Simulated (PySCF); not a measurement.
**Excitation energies in several basis sets**

F₃GeH.
Bonds: F1–Ge2, Ge2–F3, Ge2–F4. Hydrogens: H5 on Ge2.

TDDFT with PBE0 (PySCF), vertical singlets, core orbitals frozen in the response, spherical d and f functions. Isolated species at its PBE0-D3(BJ)/def2-SVP geometry, gas phase. Relativistic effects, spin–orbit coupling among them, are left out although an element past zinc is present.

Q: How do the low singlets change with the basis? Take 6-31G*, def2-SVP, aug-cc-pVDZ, def2-SVPD, def2-TZVP, def2-TZVPD and aug-cc-pVTZ.

A: 

| basis | functions | diffuse | S1 (eV) | S2 (eV) | S3 (eV) | S4 (eV) | S5 (eV) | LUMO (eV) | α (au) |
| --- | --- | --- | --- | --- | --- | --- | --- | --- | --- |
| 6-31G* | 76 | no | 9.28 | 9.54 | 9.55 | 9.55 | 9.92 | -0.27 | 21.8 |
| def2-SVP | 79 | no | 9.42 | 9.67 | 9.68 | 9.68 | 10.07 | -0.35 | 21.2 |
| aug-cc-pVDZ | 114 | yes | 9.28 | 9.35 | 9.48 | 9.48 | 9.89 | -0.92 | 28.0 |
| def2-SVPD | 115 | yes | 9.49 | 9.59 | 9.69 | 9.69 | 10.10 | -0.79 | 28.0 |
| def2-TZVP | 147 | no | 9.50 | 9.63 | 9.70 | 9.71 | 10.11 | -0.54 | 25.2 |
| def2-TZVPD | 183 | yes | 9.40 | 9.47 | 9.58 | 9.59 | 10.00 | -0.79 | 28.5 |
| aug-cc-pVTZ | 220 | yes | 9.39 | 9.43 | 9.56 | 9.56 | 9.97 | -0.83 | 28.5 |

States are compared by their number. Against the largest diffuse basis here (aug-cc-pVTZ, itself not a converged limit), sets without diffuse functions differ by up to 0.11 eV in S1 and 0.14 eV in S5; the smaller diffuse sets differ by up to 0.12 and 0.13 eV. State by state, the largest deviation of a set without diffuse functions is S1 0.11, S2 0.24, S3 0.14, S4 0.14, S5 0.14 eV. The same number needn't mean the same state in each row. Against aug-cc-pVTZ the polarisability deviates by -23% in 6-31G*, -25% in def2-SVP, -2% in aug-cc-pVDZ, -2% in def2-SVPD, -11% in def2-TZVP, 0% in def2-TZVPD.
